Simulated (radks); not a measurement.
Fractional charge and spin in the 4s shell of titanium: the spin-up occupation runs from 0 to 1 and the spin-down occupation from 0 to 1; the fullest corner is Ti, [Ar] 3d(up 1, down 1) 4s(up 1, down 1). All-electron calculation, scalar-relativistic Kohn-Sham, BLYP, spin-polarised, spherical densities, point nucleus. Program: a radial shooting solver on a logarithmic mesh with Libxc functionals. Energy (eV) minus the two flat planes that join the four corners (they meet along the diagonal where the two added fractions sum to one electron); zero is where a piecewise linear energy would lie.

down \ up       0     0.5       1
0           0.000  -0.806   0.000
0.5        -0.806   0.174  -0.709
1           0.000  -0.709   0.000

Corners above the fullest one (they belong to Ti+ and the next ion): (up 1, down 0) 7.113 eV, (up 0, down 1) 7.113 eV, (up 0, down 0) 21.004 eV. With half an added electron in each spin the energy lies 0.174 eV from the planes, and with half an added electron in spin up alone -0.806 eV. The planes are only a guide here: the flat-plane condition holds for ground states with one frontier orbital, while this shell lies below other occupied shells, so the corners above the fullest one are inner-hole states and not the ground states of those ions.
